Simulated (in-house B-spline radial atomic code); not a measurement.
## Ionising Xe II (Xe+) with different functionals

Computed with an all-electron radial atomic-structure program (B-spline basis): non-relativistic Hamiltonian, point nucleus, spin-polarised at highest spin, spherical fractional occupations for the functionals, and exact exchange of hybrids averaged over the configuration. The ionisation energy is the difference of two self-consistent energies, [Kr] 4d10 5s2 5p5 → [Kr] 4d10 5s2 5p4, without Breit or QED terms; ε is the level of the shell that loses the electron (its least bound occupied spin orbital). There is no spin-orbit coupling in this Hamiltonian.

```tsv
method	rung	ΔSCF (eV)	-ε(5p) (eV)
PBE0	global hybrid	21.11	17.92
B3LYP	global hybrid	21.16	17.67
TPSSh	global hybrid	21.13	17.22
M06-2X	global hybrid	21.04	19.35
BHandHLYP	global hybrid	21.01	19.04
r2SCAN0	global hybrid	21.18	18.06
B97-1	global hybrid	21.02	17.62
HSE06	range-separated hybrid	21.10	17.49
wB97X	range-separated hybrid	21.02	20.27
CAM-B3LYP	range-separated hybrid	21.18	19.34
LC-wPBE	range-separated hybrid	21.20	20.81
```

Among the functionals, which spreads more, the ΔSCF values or the orbital energies?

The orbital energies: ΔSCF values span about 0.18 eV and the orbital energies 3.59 eV; here energy differences depend much less on the functional than eigenvalues do.

How do they compare with the NIST value?

NIST lists 20.975 eV ± 0.004 (semi-empirical, ground level to ground level). Errors run from +0.04 to +0.22 eV; BHandHLYP is closest (+0.04 eV), but part of that can be cancellation, since the calculations leave out relativity, Breit-QED terms, multiplet and fine-structure energies.
